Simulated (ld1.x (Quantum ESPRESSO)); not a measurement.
# Pb: one change to a TM semilocal potential, before and after

ld1.x (Quantum ESPRESSO) 7.5 input, shortened:

```
&input
   title='Pb', zed=82., rel=1, dft='BP', iswitch=3,
   config='[Xe] 4f14 5d10 6s1.75 6p2.25'
 /
 &inputp
   pseudotype=1, tm=.true., lloc=0,
   nlcc=.true., new_core_ps=.true.
 /
2
6P  2  1   2.25   0.00  2.50  2.50  0.0
6S  1  0   1.75   0.00  2.05  2.05  0.0
 &test
   configts(1)='6s1.75 6p2.25'
 /
```

Change: wave 6s (bound): rc 2.05 bohr becomes 6s (bound): rc 1.64 bohr.

Cutoffs: the cutoffs (Ry, on a coarse ladder) from which the occupation-weighted sum of valence levels, in a spherical-Bessel basis at the reference potential, stays within 10 and 1 mRy of its value at 400 Ry; they do not see the model core or the augmentation charge, which bear on the density cutoff. Errors are all-electron minus pseudo energies relative to the spin-unpolarised reference configuration.

Task: How do hardness, ghosts and transferability respond?

Result: The potential gets harder (21 Ry and 35 Ry → 40 Ry and 90 Ry); the errors of the 7 common tests hardly move; neither file shows a bound ghost. A smaller radius makes the pseudo-wave follow the all-electron one further in, where it bends more sharply, so more plane waves are needed. A semilocal file is local in each channel, so a ghost entry of none says nothing of the separable form that plane-wave codes build from it.

| quantity | base | changed |
| --- | --- | --- |
| cutoff, loose | 21 Ry | 40 Ry |
| cutoff, tight | 35 Ry | 90 Ry |
| loose cutoff by channel (10 mRy a level) | p 8 Ry, s 18 Ry | p 8 Ry, s 30 Ry |
| bound ghosts | none | none |
| error for 6s2 6p2, meV [ΔE -2.15 eV] | -1.7 | -1.9 |
| error for 6s2 6p1, meV [ΔE 4.59 eV] | -10 | -11 |
| error for 6s2 6p0, meV [ΔE 18.18 eV] | -96 | -95 |
| error for 6s2 6p2.3, meV [ΔE -2.99 eV] | -2.6 | -2.7 |
| error for 6s1 6p0, meV [ΔE 50.77 eV] | -548 | -541 |
| error for 6s0 6p4, meV [ΔE 15.72 eV] | -114 | -129 |
| error for 6s1 6p3, meV [ΔE 6.60 eV] | -22 | -24 |
| s: phases at 2.68 bohr within 0.05 rad from the reference energy up to (Ry; the scan ends near 5) | 2.4 | 1.5 |
| p: phases at 2.68 bohr within 0.05 rad from the reference energy up to (Ry; the scan ends near 5) | 3.2 | 3.2 |
